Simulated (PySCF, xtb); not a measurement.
C2H5FOSi2, SMILES O=C1C[SiH2][Si@@H]1F.

Harmonic wavenumbers (cm⁻¹) from GFN2-xTB (xtb) at its own minimum, in rising order: 52, 122, 130, 324, 366, 372, 405, 462, 480, 503, 582, 621, 659, 698, 731, 782, 795, 964, 1009, 1160, 1423, 1765, 2224, 2232, 2314, 2966, 3001.

### Question
What does B3LYP-D3(BJ)/def2-SVP (PySCF) give at its own minimum? (Estimate from the structure and the level; the computed values follow.)

### Answer
64, 131, 162, 309, 360, 391, 458, 510, 549, 596, 642, 689, 713, 773, 817, 884, 930, 975, 1048, 1103, 1368, 1817, 2225, 2233, 2247, 3015, 3118. Paired by order, the mean absolute difference is 51 cm⁻¹ and the zero-point energies are 38.8 and 40.2 kcal/mol.
